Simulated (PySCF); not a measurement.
These are TPSSh-D3(BJ)/def2-TZVP // BP86-D3(BJ)/def2-SVP run with PySCF 2.14.0 values and carry that method's errors. Isolated molecules, 0 K electronic values unless said otherwise. 

Reference species: [Zr(Cl)3] (neutral, multiplicity 2).

```yaml
coordination_number: 3
```

Changed species: [Ti(Cl)3] (M = Ti, multiplicity 2; the reference has M = Zr, multiplicity 2).

### Question
What does the change do to the coordination number?

### Answer
the coordination number hardly moves.
